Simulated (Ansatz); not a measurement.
A run for Ansatz (a first-principles code): R-HF/def2-TZVPP on BeGeH4 (SMILES [BeH][GeH3]), atoms moved off the minimum.

Ansatz 0.2 input:
```yaml
crystal:
  periodic: [false, false, false]
  atoms:
    - {symbol: Be, position_ang: [-1.69412448, -0.84919673, -0.27377179]}
    - {symbol: H, position_ang: [-2.81832038, -1.41527485, -0.29493710]}
    - {symbol: Ge, position_ang: [0.16716855, 0.11012972, 0.05624661]}
    - {symbol: H, position_ang: [1.33289697, -0.68039219, 0.66188927]}
    - {symbol: H, position_ang: [0.82765890, 0.43262033, -1.41041319]}
    - {symbol: H, position_ang: [0.06052854, 1.49119394, 0.91127297]}
basis:
  gaussian:
    orbitals: def2-TZVPP
hamiltonian:
  xc: {name: HF}
scf: {lower_state_search: off}
output: {forces: true}
```

The log:

```
WARN ansatz: RAYON_NUM_THREADS=1 ignored (pool sized by the plan → 1); use --threads N
Functional definition: HF
these checks for a lower state are left out or cut short: stability, starts, cluster_reference, orbital_swaps, neighbouring_geometries, increment
integrals: 0.03 GiB planned
861 factors; their error is unknown
mean field: 0.24 GiB planned
mean field evaluation 1: about -56932.2648 eV, gradient 1.2e1 eV
mean field evaluation 2: about -56933.0761 eV, gradient 4.0e0 eV
mean field evaluation 4: about -56933.1598 eV, gradient 3.4e-1 eV
mean field evaluation 8: about -56934.2898 eV, gradient 4.4e-6 eV
mean field -56934.28978030 eV, -2092.2965579785 hartree, gradient 9.2e-7 eV, S^2 0.000000; 0 other end points of the search recorded, 0 dependent functions left out
the calculation of the forces begins
reference -56934.28978030 eV, -2092.2965579785 hartree; 20, 20 occupied and 103, 103 virtual orbitals, 861 factors
Total energy: -56934.28978030 eV, -2092.2965579785 hartree
Atom 0 at    -1.694124    -0.849197    -0.273772 Å, force     0.008400    -0.073427     0.260062 eV/Å
Atom 1 at    -2.818320    -1.415275    -0.294937 Å, force    -1.240611    -0.613598    -0.222428 eV/Å
Atom 2 at     0.167169     0.110130     0.056247 Å, force     1.836808     1.816442    -0.685593 eV/Å
Atom 3 at     1.332897    -0.680392     0.661889 Å, force    -0.097082    -0.192059     0.311704 eV/Å
Atom 4 at     0.827659     0.432620    -1.410413 Å, force    -0.605245     0.073356     1.092193 eV/Å
Atom 5 at     0.060529     1.491194     0.911273 Å, force     0.097729    -1.010715    -0.755938 eV/Å
Dipole moment:    -0.177408    -0.110019    -0.035676 e Å
Checks for a lower state left out: stability, starts, cluster_reference, orbital_swaps, neighbouring_geometries, increment
```

The calculation finished and met its thresholds.

Cost: roughly 1.1 core-seconds.
